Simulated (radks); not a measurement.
These are the eigenvalues of the occupied orbitals of an atom or ion with whole-number occupations (hartree). Method: scalar-relativistic Kohn-Sham, PBEsol, spin-polarised, spherical densities, finite nucleus; Fermi nuclear charge, rms radius of each element as measured or else 0.836 A^(1/3) + 0.57 fm; computed with a radial shooting solver on a logarithmic mesh with Libxc functionals.

orbital  eigenvalue
1s up     -15.52287
1s down   -15.49169
2s up      -1.83612
2s down    -1.74922
2p up      -1.41161

Which element is it, and in what charge state? The configuration may be excited. Open shells, if any, are filled with parallel spins first.

Answer. Z = 7, nitrogen, charge +2: N2+ in [He] 2s2 2p1. The list shows which subshells hold electrons but not how many an open one holds; the 1s level, -15.523 hartree, gives Z - s = 5.6 by -(Z - s)^2/2, which with screening and relativity narrows Z to a few neighbours, and the depths of the outer levels then fix element, charge and occupations together.
